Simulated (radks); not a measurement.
Problem. Valence configurations of Gd2+ (all share [Xe]). All-electron calculation, Dirac Kohn-Sham, PBE, spin-unpolarised, spherical densities, finite nucleus; open shells are shared between the two j in proportion to 2j + 1; Fermi nuclear charge, rms radius 5.1569 fm. Program: a radial shooting solver on a logarithmic mesh with Libxc functionals. Order these by energy: 4f7 5d0.5 6p0.5; 4f6.5 5d1 6s0.5; 4f6 5d1 6p1; 4f4 5d1 6p3; 4f7 5d1; 4f6 5d1 6s1; 4f7 6p1; 4f6 5d0.5 6s1 6p0.5; 4f6 5d2; 4f6.5 5d1.5.

Solution. From the lowest, in eV above it: 4f7 5d1 0.000; 4f7 5d0.5 6p0.5 2.334; 4f6.5 5d1.5 4.257; 4f6.5 5d1 6s0.5 4.620; 4f7 6p1 4.954; 4f6 5d2 9.832; 4f6 5d1 6s1 11.187; 4f6 5d0.5 6s1 6p0.5 14.579; 4f6 5d1 6p1 15.946; 4f4 5d1 6p3 77.549. NIST lists [Xe] 4f7 5d1 as the ground configuration; this level of theory agrees among the configurations tried. The energies are those of spherical spin-averaged densities, not of single terms.
